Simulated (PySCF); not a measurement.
Bonds (- single, = double, # triple, : aromatic): C1#C2, C2-C3, C3:N4, N4:N5, N5-C6, C6-C7, N5:N8, N8:C9, C9-F10, C9:C3. C1 carries H11; C6 carries H12, H13; C7 carries H14, H15, H16.

Rapidly exchanging positions averaged, one conformer, non-relativistic, no solvent model. Coordinates at the GFN2-xTB level; NMR shieldings at PBE0/pcSseg-1/GIAO; PySCF.

References, each an isolated molecule treated in the same way: TMS for ¹³C (186.93 ppm), ¹H (31.72 ppm); ¹⁵N (267.73 ppm) against NH3; CFCl3 for ¹⁹F (170.95 ppm).

```json
{"atoms": "C6", "nucleus": "¹³C", "count": "1", "δ (ppm)": "?"}
{"atoms": "N8", "nucleus": "¹⁵N", "count": "1", "δ (ppm)": "?"}
{"atoms": "H12/H13", "nucleus": "¹H", "count": "2", "δ (ppm)": "4.34"}
{"atoms": "N4", "nucleus": "¹⁵N", "count": "1", "δ (ppm)": "377.9"}
{"atoms": "C7", "nucleus": "¹³C", "count": "1", "δ (ppm)": "?"}
{"atoms": "H14/H15/H16", "nucleus": "¹H", "count": "3", "δ (ppm)": "1.48"}
{"atoms": "F10", "nucleus": "¹⁹F", "count": "1", "δ (ppm)": "?"}
{"atoms": "C9", "nucleus": "¹³C", "count": "1", "δ (ppm)": "174.7"}
{"atoms": "C1", "nucleus": "¹³C", "count": "1", "δ (ppm)": "93.7"}
{"atoms": "H11", "nucleus": "¹H", "count": "1", "δ (ppm)": "2.99"}
{"atoms": "C2", "nucleus": "¹³C", "count": "1", "δ (ppm)": "75.8"}
{"atoms": "N5", "nucleus": "¹⁵N", "count": "1", "δ (ppm)": "261.9"}
{"atoms": "C3", "nucleus": "¹³C", "count": "1", "δ (ppm)": "119.5"}
```

Q: Estimate the values marked ?.

A: 
- C6: 52.6 ppm, sp3 CH2 bonded to N; pulled downfield by the heteroatom
- C7: 19.2 ppm, methyl carbon; a saturated carbon with 1 carbon neighbour and no heteroatom attached
- N8: 332.3 ppm, pyridine-type nitrogen of an azole
- F10: -148.0 ppm, aryl fluorine

Shifts are as computed. Against solution values, carbons near 30 ppm lie about +3 ppm off and those near 130 ppm about +5 ppm. Of 1211 compounds with measured shifts, 218 miss one by over three times the rms of a fit or turn the order of signals round; such compounds aren't used in these exercises. Unscaled 19F shifts against computed CFCl3 carry errors that often reach 10 to 50 ppm. Experimental scales use liquid or dissolved standards, which lie at an offset from isolated NH3 (liquid NH3: subtract about 20 ppm). Unscaled 15N shifts of sp2 nitrogen come out 20 to 40 ppm too high even then.
